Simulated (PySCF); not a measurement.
Species: C₆H₁₂O₂ (charge +1 and doublet state).
Z-matrix (Å and degrees, GFN2-xTB geometry), rows numbered from 1:
```
C 
C   1  1.4911
O   2  1.2262  1  122.05
O   2  1.3055  1  114.05  3   178.75
C   4  1.4348  2  120.38  1   174.37
C   5  1.5275  4  114.54  2    35.49
C   6  1.5059  5  115.00  4    71.76
C   6  1.5018  5  114.70  4  -150.31
H   1  1.0909  2  108.84  3   -68.44
H   1  1.0891  2  109.66  3    48.37
H   1  1.0862  2  110.24  3   170.77
H   5  1.0963  4  107.45  2   -88.09
H   5  1.0959  4  104.04  2   156.61
H   6  1.1758  5   98.86  4   -38.54
H   7  1.0885  6  111.44  5  -164.30
H   7  1.0931  6  109.54  5    77.98
H   7  1.0881  6  112.24  5   -41.67
H   8  1.0937  6  109.82  5   -63.98
H   8  1.0883  6  112.29  5    54.81
H   8  1.0875  6  111.10  5   177.49
```

The hyperfine couplings belong to this conformer and change with its torsions.

As a line formula: `CC(=[O+])OCC(C)C` [radical] (charge +1).

Computed, not measured: PySCF, UKS B3LYP, pcH-1 on C H O, non-relativistic, mean-field spin-orbit, GIAO. Isolated species at its GFN2-xTB geometry (one conformer only). The geometry wasn't refined by DFT: couplings that depend on bond lengths, twists or pyramidal angles can differ widely from those at the functional's own minimum, by a factor of two or more for some ions and for spin on atoms past the first row. No stability test was run, so a lower SCF solution isn't excluded.

(1) The isotropic 13C couplings, averaged over equivalent nuclei, are -27.3, +18.8, +16.6, -10.1, -4.2 MHz. Assign them to C1; C2; C5; C6; C7/C8.

(2) Match the computed a_iso(17O) values -61.1, +3.9 MHz with the sites O3; O4.

(3) The isotropic 1H couplings, averaged over equivalent nuclei, are +330.0, +48.7, +35.0, +3.7 MHz. Assign them to H9/H10/H11; H12/H13; H14; H15 (×6).

Answers

(1) 
```tsv
site	a_iso (MHz)	ρ(0) (bohr⁻³)	position	distance from O3 (Å)	spin population	largest |T| (MHz)
C1	+18.8	+0.0167	2 bonds from O3	2.38	+0.04	10.6
C2	-27.3	-0.0243	1 bond from O3	1.23	-0.03	8.2
C5	-10.1	-0.0089	1 bond from C6	2.73	0.00	6.6
C6	+16.6	+0.0148	a main spin site	2.55	+0.29	71.9
C7/C8	-4.2	-0.0037	1 bond from C6	3.43	+0.01	8.6
```

(2) 
```
site  a_iso (MHz)  ρ(0) (bohr⁻³)                 position  distance from O3 (Å)  spin population  largest |T| (MHz)
  O3        -61.1        +0.1008  largest spin population                  0.00            +0.41              140.6
  O4         +3.9        -0.0064          2 bonds from O3                  2.23            +0.02               13.4
```

(3) 
| site | a_iso (MHz) | ρ(0) (bohr⁻³) | position | distance from O3 (Å) | bound to | spin population there | largest \|T\| (MHz) |
| --- | --- | --- | --- | --- | --- | --- | --- |
| H9/H10/H11 | +3.7 | +0.0008 | 3 bonds from O3 | 2.88 | C1 | +0.04 | 4.4 |
| H12/H13 | +35.0 | +0.0078 | 2 bonds from C6 | 3.41 | C5 | 0.00 | 4.7 |
| H14 | +330.0 | +0.0738 | 1 bond from C6 | 1.53 | C6 | +0.29 | 68.4 |
| H15 (×6) | +48.7 | +0.0109 | 2 bonds from C6 | 3.85 | C7/C8 | +0.01 | 6.2 |

ρ(0) is the spin density at the nucleus and T the dipolar tensor; entries for several nuclei are means. Largest spin populations (Mulliken): O3 (+0.41), C6 (+0.29) and H14 (+0.10). Main spin sites, with 60 % or more of the largest population: O3, C6; positions count bonds from the nearest.

The spin density at the nucleus, in bohr⁻³, is negative for C2 (-0.0243), C5 (-0.0089) and O4 (-0.0064), for instance. A restricted open-shell determinant has no negative spin density anywhere; here it arises because α and β orbitals differ (spin polarisation).

Class means assume fast exchange of nuclei equivalent by connectivity; if that motion is slow, each nucleus keeps its own coupling. The six 1H nuclei of mean +48.7 MHz run from 2.4 to 129.1 MHz in the frozen geometry. The three 1H nuclei of mean +3.7 MHz run from -4.1 to 19.0 MHz in the frozen geometry. The 1H value of +35.0 MHz is a mean of couplings from -1.6 to 71.5 MHz in this one geometry, not an average over conformers.

O3, the radical centre as drawn in `CC(=[O+])OCC(C)C`, holds a spin population of +0.41 out of 1.

Time: 3.7 min of wall time (with the writing of density and orbital grids); peak memory 1.1 GiB. Hardware: AMD EPYC, one thread, shared host with 64 logical CPUs at a one-minute load of 59.
